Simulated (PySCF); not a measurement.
Compound: C9H13F.
SMILES with atom numbers: `[CH2:1]=[CH:2]/[C:3](=[CH:4]\[CH2:5][F:6])[C:7](=[CH2:8])[CH2:9][CH3:10]` (hydrogens: H11, H12 on C1; H13 on C2; H14 on C4; H15, H16 on C5; H17, H18 on C8; H19, H20 on C9; H21, H22, H23 on C10)

Level of theory: PySCF 2.14.0, PBE0-D3(BJ)/def2-SVP geometry optimisation, gas phase.

Q: What internal coordinates does the optimisation give?

A: 
```csv
bond,length (pm),order
C1=C2,134.0,double
C2–C3,146.9,single
C3=C4,135.1,double
C4–C5,149.3,single
C5–F6,137.2,single
C3–C7,149.1,single
C7=C8,134.1,double
C7–C9,150.7,single
C9–C10,152.5,single
C1–H11,109.3,single
C1–H12,109.3,single
C2–H13,109.6,single
C4–H14,109.4,single
"C5–H15, C5–H16",110.6,single
C8–H17,109.4,single
C8–H18,109.2,single
"C9–H19, C9–H20",110.2,single
"C10–H21, C10–H22, C10–H23",110.1,single
```

Bonds in one row agree within 1 pm and their mean is given. Orders are formal, as drawn. A selection of angles:
```csv
angle,degrees
C2–C1–H11,120.5
C2–C1–H12,121.9
H11–C1–H12,117.6
C1–C2–C3,127.0
C1–C2–H13,117.4
C3–C2–H13,115.6
C2–C3–C4,119.7
C2–C3–C7,120.3
C4–C3–C7,119.9
C3–C4–C5,126.7
C3–C4–H14,120.1
C5–C4–H14,113.2
C4–C5–F6,109.7
C4–C5–H15,111.2
F6–C5–H15,108.2
H15–C5–H16,107.3
C3–C7–C8,121.3
C3–C7–C9,117.6
C8–C7–C9,121.1
C7–C8–H17,120.8
C7–C8–H18,121.8
H17–C8–H18,117.4
C7–C9–C10,113.0
C7–C9–H19,108.7
C10–C9–H19,110.1
H19–C9–H20,105.9
C9–C10–H21,111.1
H21–C10–H22,107.8
```

Torsions: C1–C2–C3–C4 -161° (antiperiplanar); C2–C3–C4–C5 0° (synperiplanar); C3–C4–C5–F6 -169° (antiperiplanar); C2–C3–C7–C8 43° (synclinal); C3–C7–C9–C10 65° (synclinal). The mirror-image conformer, all signs reversed, is as good.

Of the pairs four or more bonds apart, H14···H20 is among the closest relative to their van der Waals radii: 2.10 Å, 87 % of the sum of Bondi's values. The 8 C–C bonds span 1.340 Å (C1=C2, drawn double) to 1.525 Å (C9–C10, drawn single), a spread of 0.185 Å.

Point group: C1 (no symmetry element, even within 0.4 Å). Stationary, but not proved a minimum. One conformer, not necessarily the lowest.

The run took about 13 min of CPU time (one thread, shared machine). That covers the optimisation of the geometry.
